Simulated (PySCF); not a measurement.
# Spinor energies of Sr²⁹⁺ (strontium, charge +29)

Start: [He] 2s2 2p5; 2p1/2 filled at m_j = -1/2, +1/2; 2p3/2 filled at m_j = -1/2, +1/2, +3/2. Calculated with PySCF 2.14 in an uncontracted even-tempered set (17 s from 10 bohr⁻², ratio 2.4; 12 p from 13 bohr⁻², ratio 2.4; 5 d from 53 bohr⁻², ratio 2.6; 4 f from 79 bohr⁻², ratio 2.6): generalised Hartree-Fock with the X2C-1e Hamiltonian and a Gaussian nucleus; one run each with spin-orbit coupling (SO) switched off, then screened by Boettger's factors.

```json
{"spinor shell": "1s1/2", "electrons": "2", "ε, spin-free (eV)": "-17848.9", "ε, screened SO (eV)": "-17846.8", "weight of nominal j (screened SO)": "1.000", "rms radius, screened SO (bohr)": "0.0450"}
{"spinor shell": "2s1/2", "electrons": "2", "ε, spin-free (eV)": "-3747.1", "ε, screened SO (eV)": "-3746.5", "weight of nominal j (screened SO)": "1.000", "rms radius, screened SO (bohr)": "0.181"}
{"spinor shell": "2p1/2", "electrons": "2", "ε, spin-free (eV)": "-3525.9", "ε, screened SO (eV)": "-3574.6", "weight of nominal j (screened SO)": "0.991", "rms radius, screened SO (bohr)": "0.157"}
{"spinor shell": "2p3/2", "electrons": "3", "ε, spin-free (eV)": "-3525.9", "ε, screened SO (eV)": "-3502.2", "weight of nominal j (screened SO)": "0.994", "rms radius, screened SO (bohr)": "0.161"}
```

| quantity | spin-free | screened SO |
| --- | --- | --- |
| E (hartree) | -2489.35260 | -2490.41783 |
| M_J | 3/2 | 3/2 |
| ⟨J²⟩ | 3.750 | 3.750 |
| ⟨L²⟩ | 2.000 | 2.001 |
| ⟨S²⟩ | 0.750 | 0.751 |

Each row is a mean over spinors that exchange with the open shell spreads, by up to 29.738 eV (2s1/2).

Breit and QED terms are absent; they matter most for the inner s and p1/2 levels.

Densities and radii are taken from the X2C orbitals without a picture-change correction, which distorts them close to the nucleus.

Without spin-orbit coupling the j labels of p, d and f shells carry no meaning; the spin-free column gives the mean over the occupied spinors of each nl shell.
